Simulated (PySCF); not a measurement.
C8H11O2P.
Atom-mapped SMILES: `[CH3:1][C:2]([CH3:3])([CH3:4])[c:5]1[o:6][c:7]([CH:8]=[O:9])[cH:10][p:11]1`

Cartesian coordinates in Å at the GFN2-xTB level; atoms count from 1:
```
atom  x, y, z in Å
C1    -1.1905    1.5446    0.5394
C2    -1.1739    0.0740    0.1211
C3    -1.8978   -0.7795    1.1694
C4    -1.8620   -0.0940   -1.2390
C5     0.2415   -0.4248    0.0003
O6     1.2325    0.4213    0.2556
C7     2.4423   -0.1552    0.1095
C8     3.6104    0.6640    0.3600
O9     4.7552    0.2917    0.2709
C10    2.3888   -1.4768   -0.2671
P11    0.7381   -2.0274   -0.4483
H12   -0.7011    1.6760    1.5014
H13   -0.6756    2.1588   -0.1953
H14   -2.2166    1.8934    0.6233
H15   -1.8802   -1.8276    0.8774
H16   -1.4167   -0.6821    2.1402
H17   -2.9325   -0.4593    1.2615
H18   -1.8436   -1.1389   -1.5422
H19   -1.3555    0.4965   -1.9994
H20   -2.8963    0.2343   -1.1771
H21    3.3527    1.7008    0.6511
H22    3.2705   -2.0705   -0.4231
```

NICS is the negative of the GIAO shielding at a point without a nucleus: at the ring centre (0) and 1 Å above and below it (1); zz is the component along the ring normal. Level: GIAO PBE0/pcSseg-1 (PySCF, non-relativistic, gas phase) on the GFN2-xTB geometry, one conformer.

Ring bond lengths (Å), with Mayer bond orders in brackets: C5–O6 1.328 (1.12), O6–C7 1.348 (1.00), C7–C10 1.375 (1.44), C10–P11 1.750 (1.21), P11–C5 1.737 (1.44).

Q: What do the NICS probes read (ppm)?

A: 
| ring | type | NICS(0) | NICS(1), two faces | NICS(1)zz, two faces | rms pucker (Å) | centre to ring atoms, mean (Å) |
| --- | --- | --- | --- | --- | --- | --- |
| C5–O6–C7–C10–P11 | 5-membered ring with O and P; formal bonds all aromatic | -10.2 | -10.8 / -10.8 | -23.7 / -23.7 | 0.00 | 1.27 |

Q: What do they say, and how far can they be read as aromaticity?

A: 
- C5–O6–C7–C10–P11: mean NICS(1)zz -23.7 ppm, shielded.

Q: What does the geometric index give? Use HOMA with the parameters of Krygowski (1993).

A: 
- C5–O6–C7–C10–P11: HOMA 0.55; the largest term is that of O6–C7, α(R − Ropt)² = 1.09.

Q: How shielded are the nuclei of the rings and their hydrogens (means over atoms taken as equivalent)?

A: 
```json
{"atoms": "C5", "environment": "substituted aromatic carbon", "σ isotropic (ppm)": "-43.3"}
{"atoms": "O6", "environment": "furan-type oxygen", "σ isotropic (ppm)": "-26.8"}
{"atoms": "C7", "environment": "substituted aromatic carbon", "σ isotropic (ppm)": "24.1"}
{"atoms": "C10", "environment": "aromatic CH carbon", "σ isotropic (ppm)": "41.1"}
{"atoms": "P11", "environment": "phosphorus bonded to 2 C", "σ isotropic (ppm)": "190.3"}
{"atoms": "H22", "environment": "aromatic hydrogen", "σ isotropic (ppm)": "23.03"}
```

Hardware: Arm Neoverse N1, one thread (shared host). Cost: 1.9 min wall. This is the whole shielding run at PBE0/pcSseg-1, SCF included.
